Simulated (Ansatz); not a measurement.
Gas-phase electronic energies from Ansatz, PBE0-D4/def2-TZVP geometries. CCSD(T)/CBS adds triple-zeta CCSD(T) − MP2 to the extrapolated MP2 energy (def2 sets, frozen cores). This one scheme is used for every species. DFT in def2-TZVPP. B3LYP here is the variant with VWN-RPA as its local correlation; programs differ in this. HSE06 is defined as in plane-wave codes. Elements past krypton have def2 core potentials. For Ga, Sb outer-core shells are correlated without core-valence functions, which leaves a few kJ/mol of doubt a bond. Scalar relativity is left out up to krypton.

Consider the cleavage of the Sb–Si bond: `[SiH3][SbH2]` + `[OH][GaH2]` → `[GaH2][O][SbH2]` + SiH₄.

`[SiH3][SbH2]`:

Z-matrix (Å, degrees):
```
Si
Sb 1 2.574
H 1 1.485 2 112.8
H 1 1.487 2 108.7 3 -121.0
H 1 1.487 2 108.6 3 121.0
H 2 1.708 1 90.9 3 -46.0
H 2 1.709 1 91.0 3 45.5
```

`[OH][GaH2]`:

Z-matrix (Å, degrees):
```
Ga
O 1 1.788
H 1 1.565 2 117.5
H 1 1.556 2 113.8 3 180.0
H 2 0.959 1 114.1 3 0.0
```

`[GaH2][O][SbH2]`:

Z-matrix (Å, degrees):
```
Ga
O 1 1.785
H 1 1.559 2 114.3
H 1 1.565 2 116.7 3 179.4
Sb 2 1.955 1 130.9 3 177.5
H 5 1.725 2 97.2 1 18.9
H 5 1.723 2 96.6 1 -71.5
```

SiH₄:

```xyz
5

Si    0.000    0.000    0.000
H    -0.726   -1.287    0.142
H    -0.294    0.866    1.170
H    -0.440    0.682   -1.243
H     1.460   -0.260   -0.068
```

```tsv
level	ΔE (kcal/mol)	difference from CCSD(T)/CBS
r2SCAN-D4	8.4	0.9
BHLYP-D4	6.2	-1.3
PBE-QIDH	9.7	2.2
PBE	10.2	2.7
BLYP	5.9	-1.6
r2SCAN	8.5	1.0
B3LYP	6.8	-0.7
r2SCANh	9.1	1.6
HSE06	11.1	3.6
BHLYP	6.7	-0.8
HF/def2-TZVPP	5.0	-2.5
CCSD/def2-TZVPP	7.4	-0.1
CCSD(T)/def2-TZVPP	7.3	-0.2
MP2/def2-QZVPP	7.5	0.0
HF/CBS(def2)	4.1	-3.4
MP2/CBS(def2)	7.9	0.4
CCSD(T)/CBS	7.5	0
```

Task: What do rigid-rotor, harmonic-oscillator terms from PBE0-D4/def2-TZVP frequencies (298.15 K, 1 bar) make of the CCSD(T)/CBS value? (Best estimate.)

Result: Computed: ΔZPE = -2.0 kcal/mol, ΔH = +5.8 kcal/mol, ΔS = -16 J/(mol·K), ΔG = +6.9 kcal/mol. Modes under 50 cm⁻¹ make the entropy rough.

Largest T1 diagnostic among the species: 0.016.

From r2SCAN to r2SCAN0 (25 % exact exchange), in def2-TZVPP and without D4, ΔE moves by +1.5 kcal/mol. Leaving LDA and LC-ωPBE aside and taking each functional with its dispersion term where it has one, the values, not all of them listed here, spread over 6.3 kcal/mol, from B97M-V to HSE06-D4. LDA lies +1.5 kcal/mol from PBE without D4.
